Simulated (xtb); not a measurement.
F4OW, triplet, geometry from GFN2-xTB (such geometries of metal compounds can be far from the true shape) (the multiplicity is a formal guess); GFN0-xTB in xtb 6.7.1.

xtb was given this input:
```
$ xtb mol.xyz --gfn 0 --uhf 2 --acc 0.1 --json

# file mol.xyz
6

W      0.00598230    -0.11943623     0.00686820
O      0.77186584    -0.29401191     1.58536866
F     -1.38401109     0.59329445    -0.98806262
F      0.84075976     1.65576388     0.57782267
F      1.08375515     0.38021473    -1.46950309
F     -1.27579459    -1.38589798     0.41405455
```

It wrote (shortened):

```
   ID    Z sym.   atoms
    1   74 W      1
    2    8 O      2
    3    9 F      3-6

           -------------------------------------------------
          |                Calculation Setup                |
           -------------------------------------------------

           -------------------------------------------------
          |                 G F N 0 - x T B                 |
           -------------------------------------------------

          ...................................................
          :                      SETUP                      :
          :.................................................:
          :  # basis functions                  30          :
          :  # atomic orbitals                  29          :
          :  # shells                           13          :
          :  # electrons                        40          :
          :  electronic temp.          300.0000000     K    :
          :  accuracy                    0.1000000          :
          :  -> integral cutoff          0.3500000E+02      :
          :  -> integral neglect         0.1000000E-08      :
          ...................................................

         :::::::::::::::::::::::::::::::::::::::::::::::::::::
         ::                     SUMMARY                     ::
         :::::::::::::::::::::::::::::::::::::::::::::::::::::
         :: total energy             -21.463810784846 Eh    ::
         :: gradient norm              0.042492503348 Eh/a0 ::
         :: HOMO-LUMO gap              1.065799609947 eV    ::
         ::.................................................::
         :: H0 energy                -20.950619006102 Eh    ::
         :: repulsion energy           0.033670401596 Eh    ::
         :: electrostat energy        -0.545489894122 Eh    ::
         :: -> Gsolv                   0.000000000000 Eh    ::
         ::    -> Gsasa                0.000000000000 Eh    ::
         ::    -> Gshift               0.000000000000 Eh    ::
         :: dispersion energy         -0.001372120244 Eh    ::
         :: short-range corr.         -0.000000165975 Eh    ::
         :: add. restraining           0.000000000000 Eh    ::
         :: total charge               0.000000000000 e     ::
         :::::::::::::::::::::::::::::::::::::::::::::::::::::

           -------------------------------------------------
          |                Property Printout                |
[...]
        24                         -0.1389849              -3.7820
        25                          0.1294071               3.5213
        26                          0.3475179               9.4564
        27                          0.5456914              14.8490
        28                          0.8837679              24.0485
        29                          1.0597466              28.8372
      -------------------------------------------------------------
                  HL-Gap            0.0391674 Eh            1.0658 eV
             Fermi-level            0.0000000 Eh            0.0000 eV

     #   Z          covCN         q      C6AA      α(0)
     1  74 W        3.845     1.701   301.230    39.861
     2   8 O        0.830    -0.611    26.323     6.884
     3   9 F        0.759    -0.295    12.319     4.043
     4   9 F        0.741    -0.218    11.474     3.902
     5   9 F        0.757    -0.287    12.221     4.027
     6   9 F        0.759    -0.290    12.257     4.033

 Mol. C6AA /au·bohr⁶  :       1245.389589
 Mol. C8AA /au·bohr⁸  :      86347.657732
 Mol. α(0) /au        :         62.751335

Wiberg/Mayer (AO) data.
largest (>0.10) Wiberg bond orders for each atom

 ---------------------------------------------------------------------------
     #   Z sym  total        # sym  WBO       # sym  WBO       # sym  WBO
 ---------------------------------------------------------------------------
     1  74 W    4.331 --     2 O    1.249     6 F    0.874     3 F    0.840
                             5 F    0.777     4 F    0.591
     2   8 O    1.697 --     1 W    1.249     4 F    0.365
     3   9 F    0.939 --     1 W    0.840
     4   9 F    1.052 --     1 W    0.591     2 O    0.365
     5   9 F    0.838 --     1 W    0.777
     6   9 F    0.980 --     1 W    0.874
 ---------------------------------------------------------------------------

Topologies differ in total number of bonds
Writing topology from bond orders to xtbtopo.mol

 dipole moment from electron density (au)
     X       Y       Z
  -0.1064  -0.9388  -0.4022  total (Debye):    2.610

           -------------------------------------------------
          | TOTAL ENERGY              -21.463810784846 Eh   |
          | GRADIENT NORM               0.042492503348 Eh/α |
          | HOMO-LUMO GAP               1.065799609947 eV   |
           -------------------------------------------------

normal termination of xtb
```
